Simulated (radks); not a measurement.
Values are calculated unless marked as measured or tabulated.
The aluminium ion Al2+, 11 electrons, occupied as [Ne] 3s1 (the NIST ground configuration).

Level of theory: non-relativistic Kohn-Sham, Slater X-alpha with alpha = 0.737, spin-polarised, spherical densities, point nucleus; open shells are filled with parallel spins first (a radial shooting solver on a logarithmic mesh with Libxc functionals).

Energy parts (eV):
total: -6564.171
kinetic: 6564.171
electron-nucleus: -15480.474
Hartree: 2839.187
exchange: -487.055

Orbitals (lengths in bohr, moments of r in powers of bohr; <r^-3> diverges for s and p1/2; r(90%) holds 90 % of the orbital's charge):
1s up: occ. 1; eigenvalue (eV) -1529.620; <r^4> 0.0009947; <1/r> 12.56; r(90%) 0.216
1s down: occ. 1; eigenvalue (eV) -1529.458; <r^4> 0.0009947; <1/r> 12.56; r(90%) 0.216
2s up: occ. 1; eigenvalue (eV) -128.6299; <r^4> 0.4173; <1/r> 2.334; r(90%) 0.992
2s down: occ. 1; eigenvalue (eV) -128.3589; <r^4> 0.4082; <1/r> 2.338; r(90%) 0.989
2p up: occ. 3; eigenvalue (eV) -91.2629; <r^-3> 36.15; <r^4> 0.4746; <1/r> 2.222; r(90%) 1.01
2p down: occ. 3; eigenvalue (eV) -90.9623; <r^-3> 36.34; <r^4> 0.4538; <1/r> 2.229; r(90%) 1.01
3s up: occ. 1; eigenvalue (eV) -24.5934; <r^4> 46.18; <1/r> 0.6219; r(90%) 3.24
3s down: occ. 0; eigenvalue (eV) -20.4224; <r^4> 50.88; <1/r> 0.6284; r(90%) 3.31

The highest occupied level is 3s up at -24.593 eV. Summed over all electrons, <r^2> = 9.128 bohr^2, which gives a Langevin (diamagnetic) susceptibility term of -7.23 x 10^-6 cm^3/mol. Spin moment in Bohr magnetons: 1. For comparison, the ionisation energy in NIST's Atomic Spectra Database is 28.448 eV (measured). In exact Kohn-Sham theory the highest level is minus the ionisation energy, but local and semilocal functionals leave it too shallow, through self-interaction and a potential that decays too fast; potentials with the right tail come closer. The spin density at the nucleus is 4.254 e/bohr^3 (1s 0.074, 2s -0.114, 3s 4.294), a Fermi contact field of 223 T. The electron density at the nucleus is 1398 e/bohr^3. The density falls to 0.001 e/bohr^3 at r = 3.35 bohr.
